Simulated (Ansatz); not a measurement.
Isolated molecules relaxed with PBE0-D4/def2-TZVP in Ansatz; ΔE leaves out vibrations. CCSD(T)/CBS is the MP2 limit (def2-TZVPP, def2-QZVPP) plus CCSD(T) − MP2 in def2-TZVPP, frozen cores. This one scheme is used for every species. Functionals use def2-TZVPP. HSE06 is defined as in plane-wave codes. For Ge outer-core shells are correlated without core-valence functions, which leaves a few kJ/mol of doubt a bond. Scalar relativity is left out up to krypton. One conformer a species, not always the lowest.

`[SiH3][SiH2][NH][GeH3]` + `CCN[SiH2]Cl` → `CC[N]([GeH3])[SiH2]Cl` + `N[SiH2][SiH3]`  (ligand exchange at a Ge–N bond)

**Question.** Is it downhill or uphill in electronic energy at CCSD(T)/CBS, and by how much? (Best estimate.)

**Answer.** The calculation gave: Nearly level: ΔE = 0.0 kcal/mol.

**Question.** What do these levels give: PBE-D4, BLYP-D4, PBE0-D4, r2SCANh-D4, HSE06-D4, r2SCAN, RPA@PBE/def2-TZVPP, MP2/def2-TZVPP, SCS-MP2/def2-TZVPP, MP2/def2-QZVPP, SCS-MP2/def2-QZVPP, HF/CBS(def2)? (An estimate is asked.)

**Answer.** Computed: PBE-D4 0.5, BLYP-D4 0.2, PBE0-D4 0.7, r2SCANh-D4 0.8, HSE06-D4 0.7, r2SCAN 1.1, RPA@PBE/def2-TZVPP -0.1, MP2/def2-TZVPP -0.6, SCS-MP2/def2-TZVPP 0.2, MP2/def2-QZVPP -0.6, SCS-MP2/def2-QZVPP 0.2, HF/CBS(def2) 3.6 kcal/mol.

Largest T1 diagnostic among the species: 0.012.

Leaving LDA and LC-ωPBE aside and taking each functional with its dispersion term where it has one, the values, not all of them listed here, spread over 1.3 kcal/mol, from revPBE-D4 to B2PLYP. LDA lies −1.5 kcal/mol from PBE without D4. In def2-TZVPP, CCSD(T) changes the Hartree–Fock value by −3.5 kcal/mol (the triples alone add −0.5 kcal/mol) and MP2 by −4.1 kcal/mol.
